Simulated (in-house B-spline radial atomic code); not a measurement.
## Ionising Pt2+ with different functionals

Computed with an all-electron radial atomic-structure program (B-spline basis): scalar-relativistic (spin-free X2C) Hamiltonian, Fermi nucleus of rms radius 5.427 fm, spin-polarised at highest spin, spherical fractional occupations for the functionals, the average over the highest-spin determinants for Hartree-Fock. The ionisation energy is the difference of two self-consistent energies, [Xe] 4f14 5d8 → [Xe] 4f14 5d7, without Breit or QED terms; ε is the level of the shell that loses the electron (its least bound occupied spin orbital). There is no spin-orbit coupling in this Hamiltonian.

Hybrids are left out here: with spherical fractional occupations of an open shell their exact exchange keeps a self-interaction that integer-occupation calculations don't have.

```json
{"method": "Hartree-Fock", "rung": "Hartree-Fock", "ΔSCF (eV)": "29.19", "-ε(5d) (eV)": "30.50"}
{"method": "LDA VWN5", "rung": "LDA", "ΔSCF (eV)": "?", "-ε(5d) (eV)": "?"}
{"method": "LDA PW92", "rung": "LDA", "ΔSCF (eV)": "31.62", "-ε(5d) (eV)": "25.50"}
{"method": "LDA exchange-only", "rung": "LDA", "ΔSCF (eV)": "29.88", "-ε(5d) (eV)": "23.86"}
{"method": "PBE", "rung": "GGA", "ΔSCF (eV)": "31.19", "-ε(5d) (eV)": "25.10"}
{"method": "PBEsol", "rung": "GGA", "ΔSCF (eV)": "31.24", "-ε(5d) (eV)": "25.15"}
{"method": "BLYP", "rung": "GGA", "ΔSCF (eV)": "31.15", "-ε(5d) (eV)": "25.06"}
{"method": "RPBE", "rung": "GGA", "ΔSCF (eV)": "31.07", "-ε(5d) (eV)": "25.00"}
{"method": "PW91", "rung": "GGA", "ΔSCF (eV)": "31.28", "-ε(5d) (eV)": "25.20"}
{"method": "BP86", "rung": "GGA", "ΔSCF (eV)": "31.35", "-ε(5d) (eV)": "25.26"}
{"method": "AM05", "rung": "GGA", "ΔSCF (eV)": "?", "-ε(5d) (eV)": "?"}
{"method": "OLYP", "rung": "GGA", "ΔSCF (eV)": "31.12", "-ε(5d) (eV)": "25.02"}
{"method": "TPSS", "rung": "meta-GGA", "ΔSCF (eV)": "31.05", "-ε(5d) (eV)": "24.97"}
{"method": "SCAN", "rung": "meta-GGA", "ΔSCF (eV)": "31.07", "-ε(5d) (eV)": "25.04"}
{"method": "r2SCAN", "rung": "meta-GGA", "ΔSCF (eV)": "31.06", "-ε(5d) (eV)": "25.03"}
{"method": "revTPSS", "rung": "meta-GGA", "ΔSCF (eV)": "31.03", "-ε(5d) (eV)": "24.95"}
```

(1) What does AM05 give?

(2) What does LDA VWN5 give?

(3) How do they compare with the NIST value?

## Answers

(1) ΔSCF 31.26 eV, and -ε(5d) = 25.16 eV.

(2) ΔSCF 31.62 eV, and -ε(5d) = 25.50 eV.

(3) NIST lists 29 eV ± 1.6 (tabulated theory, ground level to ground level). Errors run from +0.19 to +2.62 eV; all lie within about twice that uncertainty, so the table can't rank the methods. Hartree-Fock also lacks correlation.
